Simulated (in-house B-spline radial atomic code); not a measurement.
## He: 1s2

Level of theory: Dirac-Hartree-Fock, average of configuration, Gaussian nucleus of rms radius 1.6755 fm; calculated with a B-spline radial code for spherical atoms.

Screening seen three ways: the hydrogenic charge with the same mean radius, Z_r = [3n² - l(l+1)]/(2<r>), the one with the same energy, Z_e = n√(-2ε), and Slater's rules. Values are occupation-weighted means over j.

```tsv
shell	electrons	ε (eV)	<r> (bohr)	Z_r	Z_e	Slater
1s	2	-24.98	0.9272	1.62	1.35	1.70
```

The least bound orbital is 1s1/2 at -24.98 eV, and it is also the most diffuse (<r> = 0.9272 bohr).

For the 1s electron the small component carries 0.00381 % of the norm, the zero-frequency Breit interaction raises the level by 0.001735 eV, self-energy by 0.0003245 eV, and vacuum polarisation lowers it by 9.971e-06 eV.

The density falls to 0.001 bohr⁻³ at 2.5 bohr; Σ<r²> = 2.3694 bohr² gives, by the non-relativistic formula and without the paramagnetism of open shells, a Langevin diamagnetic susceptibility of -1.877×10⁻⁶ cm³/mol.
